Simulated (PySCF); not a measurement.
Simulation results for BH₄N₂Si

Computed with PySCF 2.14.0. Calculation on a computer-drawn molecule: the log of a Hartree-Fock and frozen-core CCSD(T) single point meant for a local Hartree-Fock minimum, with one planted fault or none, to be diagnosed. Offsets are logged minus clean, where the clean run is the same molecule without the fault. The reference is restricted for singlets and unrestricted otherwise, and also for a bond in bohr or an excited solution. Adding or removing an electron swaps singlet and doublet. The excited solution moves the top pair (singlet) or top alpha electron (doublet) to the lowest empty orbital. Highest occupied and lowest empty are orbital energies over both spins, largest force is the largest gradient component, triples share is (T) over the correlation energy, the T1 limit is 0.02 restricted and 0.045 unrestricted, electrons count all cores, a negative frequency is imaginary (commonest isotopes), and the dipole is about the centre of nuclear charge.

```xyz
8
formula=BH4N2Si meant_charge=0 meant_multiplicity=2 meant_basis=cc-pV(D+d)Z logged_electrons=36 logged_basis_functions=85 logged_SCF_converged=yes logged_spin_squared=0 logged_highest_occupied=-15.773 logged_lowest_empty=-6.038 logged_largest_force=0.1124 logged_T1_diagnostic=0.017416 logged_D1_diagnostic=0.058102 logged_triples_share=0.033199 logged_CC_converged=yes logged_dipole_magnitude=2.4984 logged_SCF_stable_within_its_kind=yes logged_energy_HF=-424.63966 logged_energy_CCSD(T)=-425.16715 possible_faults=no_fault,one_electron_removed,one_electron_added,multiplicity_raised_by_two,geometry_at_a_saddle_point,SCF_held_on_an_excited_solution,minimal_basis_STO-3G,one_bond_length_entered_in_bohr,all_coordinates_scaled planted_fault=one_electron_removed HF_energy_offset_from_clean_run=161.1 CCSD(T)_energy_offset_from_clean_run=165.4
N     -0.7781     0.7512    -3.8157
B     -0.5999     0.4646    -2.4697
N     -0.4618     0.1875    -1.2534
Si    -0.3389    -0.0568     0.4141
H     -0.9693     1.6878    -4.1074
H     -0.3084     0.2062    -4.5095
H      1.0745    -0.2045     0.8480
H     -1.0994    -1.2542     0.8554
```

Units: logged_highest_occupied, logged_lowest_empty in eV; logged_largest_force in hartree/bohr; logged_dipole_magnitude in debye; logged_energy_HF, logged_energy_CCSD(T) in hartree; HF_energy_offset_from_clean_run, CCSD(T)_energy_offset_from_clean_run in kcal/mol.

Drawn bonds:
```
atom  other atom  order
   1           2      1
   2           3      2
   3           4      1
   1           5      1
   1           6      1
   4           7      1
   4           8      1
```
